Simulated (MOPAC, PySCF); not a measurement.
C$_{3}$H$_{8}$Si, SMILES `C[C@@H]1C[SiH2]1`, neutral singlet in the gas phase. 

Z-matrix (Å, degrees):
```
C
H 1 1.0879
C 1 1.5075 2 113.80
H 3 1.0924 1 111.45 2 -57.03
H 3 1.0937 4 107.39 1 122.16
H 3 1.0956 4 108.05 5 115.44
C 1 1.5422 2 113.24 3 137.89
H 7 1.0851 1 116.96 2 -3.91
H 7 1.0864 8 112.77 1 137.47
Si 7 1.8495 8 119.76 9 146.67
H 10 1.4786 7 119.58 8 2.11
H 10 1.4789 11 114.80 7 150.38
```
Charge 0, multiplicity 1.

All levels are single points at this geometry (PBE0-D3(BJ)/def2-TZVP); Pople sets use spherical d functions. Orbital energies aren't observables, and empty levels follow the basis.

| level | HOMO (eV) | LUMO (eV) | gap (eV) | dipole (D) | vertical IE, Delta-SCF (eV) |
|---|---|---|---|---|---|
| PBE-D3(BJ)/def2-TZVP in PySCF | -5.60 | -0.49 | 5.11 | 0.35 | – |
| PBE0-D3(BJ)/def2-TZVP in PySCF | -6.69 | 0.32 | 7.01 | 0.24 | – |
| B3LYP/3-21G in PySCF | -6.45 | 0.92 | 7.37 | 0.35 | – |
| B3LYP/6-311+G** in PySCF | -6.51 | -0.16 | 6.35 | 0.20 | – |
| B3LYP/6-31G* in PySCF | -6.30 | 0.61 | 6.92 | 0.37 | 8.66 |
| B3LYP/LANL2DZ in PySCF | -6.56 | 0.65 | 7.22 | 0.32 | – |
| PBE/6-31G* in PySCF | -5.40 | -0.01 | 5.38 | 0.55 | 8.53 |
| SVWN5/6-31G* in PySCF | -5.47 | -0.15 | 5.32 | 0.58 | 8.67 |
| HF/3-21G in PySCF | -9.21 | 4.25 | 13.47 | 0.12 | – |
| AM1 in MOPAC | -9.69 | 0.68 | 10.37 | 0.15 | – |
| PM3 in MOPAC | -9.08 | 0.30 | 9.37 | 0.11 | – |
| PM6 in MOPAC | -8.60 | -0.01 | 8.59 | 1.27 | – |
| PM7 in MOPAC | -9.76 | 0.37 | 10.13 | 1.09 | – |
